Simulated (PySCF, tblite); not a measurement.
Isomers of C7H13NSi. Computed with GFN2-xTB (tblite): harmonic, unscaled wavenumbers at the GFN2-xTB geometry, gas phase. This tight-binding method is rough: wavenumbers can miss measured ones by several per cent, in bad cases by 10 to 20. Modes of hydrogen on silicon can be 10 to 20 % off. One conformer each.

Electronic energies: PBE0/pcSseg-1 single points on the GFN2-xTB geometries (PySCF, gas phase).

| SMILES | electronic energy, lowest = 0 (kJ/mol) |
| --- | --- |
| C#C[Si@]1(C)C[C@H](CN)C1 | 190.1 |
| [H]/N=C\C=C1\CCC[SiH2]C1 | 78.4 |
| C=C(C)[Si]1(N)CC=CC1 | 0.0 |
| C=CCC1([SiH2]N=C)CC1 | 205.9 |
| C#C[C@](C)(CC=C)N[SiH3] | 275.2 |
| C=C([SiH3])/C=N\C1CCC1 | 246.9 |
| C#C[C@@H]1C[Si@@H](N)C[C@@H]1C | 102.1 |

Task: How do GFN2-xTB zero-point energies change the relative energies?

Result: 
| SMILES | ZPE (kJ/mol) | of it from modes above 1550 cm⁻¹ | electronic (kJ/mol) | with ZPE, lowest = 0 (kJ/mol) | lowest mode (cm⁻¹) | rings |
| --- | --- | --- | --- | --- | --- | --- |
| C=C(C)[Si]1(N)CC=CC1 | 477.7 | 260.9 | 0.0 | 0.0 | 24 | 1 |
| [H]/N=C\C=C1\CCC[SiH2]C1 | 474.8 | 245.1 | 78.4 | 75.5 | 52 | 1 |
| C#C[C@@H]1C[Si@@H](N)C[C@@H]1C | 476.0 | 249.6 | 102.1 | 100.4 | 70 | 1 |
| C#C[Si@]1(C)C[C@H](CN)C1 | 478.5 | 261.9 | 190.1 | 190.9 | 38 | 1 |
| C=CCC1([SiH2]N=C)CC1 | 463.3 | 246.9 | 205.9 | 191.6 | 15 | 1 |
| C=C([SiH3])/C=N\C1CCC1 | 462.3 | 240.6 | 246.9 | 231.5 | 27 | 1 |
| C#C[C@](C)(CC=C)N[SiH3] | 454.6 | 250.3 | 275.2 | 252.2 | 51 | 0 |

The zero-point energies span 23.9 kJ/mol, from `C#C[C@](C)(CC=C)N[SiH3]` to `C#C[Si@]1(C)C[C@H](CN)C1`. The order is unchanged.

Task: And how do the electronic energies of GFN2-xTB itself compare?

Result: `C=C(C)[Si]1(N)CC=CC1` 31.7; `[H]/N=C\C=C1\CCC[SiH2]C1` 0.0; `C#C[C@@H]1C[Si@@H](N)C[C@@H]1C` 17.1; `C#C[Si@]1(C)C[C@H](CN)C1` 205.9; `C=CCC1([SiH2]N=C)CC1` 72.6; `C=C([SiH3])/C=N\C1CCC1` 58.2; `C#C[C@](C)(CC=C)N[SiH3]` 70.6 kJ/mol, lowest = 0. Against the energies above, taken from the same isomer `C=C(C)[Si]1(N)CC=CC1`, the largest difference is 236.3 kJ/mol.

Task: What do entropy and thermal enthalpy add at 298.15 K and 1 bar (rigid rotor, harmonic oscillator, one conformer each)?

Result: 
```csv
SMILES,point group,symmetry number,S (J/(mol K)),H − H(0) (kJ/mol),ZPE + H − H(0) − TS (kJ/mol)
[H]/N=C\C=C1\CCC[SiH2]C1,C1,1,410.3,29.09,381.5
C#C[C@@H]1C[Si@@H](N)C[C@@H]1C,C1,1,422.6,31.77,381.8
C#C[Si@]1(C)C[C@H](CN)C1,C1,1,451.7,34.13,378.0
C=C([SiH3])/C=N\C1CCC1,C1,1,444.9,31.70,361.4
C#C[C@](C)(CC=C)N[SiH3],C1,1,453.9,35.05,354.4
```

Not tabulated: `C=C(C)[Si]1(N)CC=CC1` (lowest mode only 24 cm⁻¹); `C=CCC1([SiH2]N=C)CC1` (lowest mode only 15 cm⁻¹).
